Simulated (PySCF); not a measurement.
Compound: C4H9ClO2S.
Z-matrix (Å and degrees, PBE0-D3(BJ)/def2-SVP geometry), rows numbered from 1:
```
C 
C   1  1.5193
C   2  1.5299  1  111.90
C   2  1.5194  1  113.38  3  -127.58
S   2  1.8416  1  108.04  3   112.54
O   5  1.4494  2  109.51  1   175.11
O   5  1.4490  2  109.62  1   -49.70
Cl  5  2.1163  2  101.82  1    62.42
H   1  1.1005  2  108.47  3    64.05
H   1  1.0986  2  111.16  3   -55.32
H   1  1.0987  2  111.42  3  -176.81
H   3  1.1004  2  108.22  1   -63.73
H   3  1.0989  2  111.35  1   177.13
H   3  1.0992  2  111.35  1    55.31
H   4  1.1007  2  108.50  1    64.60
H   4  1.0985  2  111.46  1   -54.62
H   4  1.0988  2  111.16  1  -176.14
```

The closed-shell ground state was solved at several levels (PySCF, density fitting, gas phase, non-relativistic).

```csv
level,basis functions,total energy (Eh),HOMO (eV),LUMO (eV),gap (eV),dipole (D)
B97-2/pcSseg-1,195,-1166.5203,-8.69,-1.94,6.75,4.68
PBE0/pcSseg-1,195,-1165.9314,-8.97,-1.85,7.12,4.68
PBE0/6-31G,98,-1165.6538,-8.94,-2.54,6.40,5.77
PBE0/6-31G*,138,-1165.9601,-8.81,-1.72,7.09,4.70
PBE0/STO-3G,57,-1152.4667,-4.93,1.23,6.16,4.39
```

What might PBE0/6-311+G(2d,p) (286 basis functions) give for the same quantities?

Total energy -1166.1484 Eh, HOMO -8.95 eV, LUMO -1.89 eV, gap 7.06 eV, dipole 4.60 D.

Over all these levels, which gives the widest orbital gap and which the narrowest?

PBE0/pcSseg-1 has the widest, 7.12 eV, and PBE0/STO-3G the narrowest, 6.16 eV. The two share the functional. From the narrowest to the widest the HOMO moves by -4.04 eV and the LUMO by -3.08 eV.

How much does the basis alone move the frontier levels among the 5 PBE0 rows (the withheld one included)?

The HOMO by 4.04 eV and the LUMO by 3.77 eV. By rising basis size (HOMO, LUMO in eV): STO-3G -4.93, 1.23; 6-31G -8.94, -2.54; 6-31G* -8.81, -1.72; pcSseg-1 -8.97, -1.85; 6-311+G(2d,p) -8.95, -1.89.

How far do the dipole and the HOMO energy spread over the levels?

The dipole runs from 4.39 to 5.77 D (mean 4.80 D) and the HOMO from -8.97 to -4.93 eV.
